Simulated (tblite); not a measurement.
Start geometry of `CC(=S)OCC[O]` [radical] from a force field or distance geometry (Å):
```
atom  x, y, z in Å
C1     2.498    0.617    0.372
C2     1.261   -0.174    0.387
S3     1.319   -1.623    1.207
O4     0.065    0.165   -0.203
C5    -1.088   -0.341    0.511
C6    -2.385    0.029   -0.149
O7    -2.617    1.380   -0.271
H8     3.172    0.148   -0.386
H9     2.377    1.665    0.092
H10    2.976    0.476    1.383
H11   -0.973    0.057    1.544
H12   -0.984   -1.451    0.486
H13   -2.405   -0.496   -1.132
H14   -3.216   -0.452    0.418
```

Problem. What comes out of this run: GFN2-xTB geometry optimisation, gas phase in tblite?

Solution. 
```
atom  x, y, z in Å
C1     2.433    0.506    0.150
C2     1.243   -0.198    0.711
S3     1.368   -1.327    1.894
O4     0.109    0.148    0.156
C5    -1.096   -0.458    0.616
C6    -2.269    0.153   -0.185
O7    -2.871    1.179    0.366
H8     2.910   -0.130   -0.596
H9     2.125    1.434   -0.326
H10    3.158    0.704    0.935
H11   -1.224   -0.247    1.683
H12   -1.024   -1.543    0.475
H13   -1.864    0.431   -1.189
H14   -3.000   -0.653   -0.433
```

The energy falls by 16.5 kcal/mol over 83 L-BFGS steps, the largest force on an atom goes from 2.50 to 0.008 eV/Å, and the atoms move by 0.557 Å rms after alignment. The bond that changes most is C2–O4 (ends: carbon bonded to C, O and S; oxygen bonded to 2 C), which shortens by 0.068 Å. Bonds longer at the end by more than 0.005 Å: 2 of 13; shorter: 8. Among the angles that change most is C1–C2–O4, from 126.5° to 114.0°. Among the dihedrals that turn most is H12–C5–C6–H14, from 60° to 20°. Rotational constants go from 4503, 1132, 937.5 to 4415, 1101, 935.4 MHz. The orientation of the end geometry is arbitrary; only internal coordinates are fixed.

Hardware: an Arm Neoverse V1 with one thread (shared host). Cost: 0.53 s wall.

Its lowest GFN2-xTB frequency is 18i cm⁻¹, too small to tell a flat minimum from a shallow saddle.

One conformer stands for the species.

All values are computed, not measured.
